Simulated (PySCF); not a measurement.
**Radial density of C (carbon, neutral)**

UHF, [He] 2s2 2p2, high-spin 3P determinant. Calculation: PySCF 2.14, in cc-pVDZ; no relativity, point nucleus.

```
r (bohr)  4πr²ρ (e/bohr)  4πr²(ρα − ρβ)
 0.00555         0.04601         0.0000
 0.00933          0.1250         0.0001
  0.0157          0.3264         0.0003
  0.0264          0.8142         0.0008
  0.0444           1.857         0.0021
  0.0747           3.676         0.0051
   0.126           5.715         0.0139
   0.211           6.007         0.0506
   0.355           3.445         0.1961
   0.598           1.523         0.5752
    1.01           2.243         1.0731
    1.69           1.933         0.9005
    2.85          0.4900         0.2565
    4.79         0.02080         0.0160
```
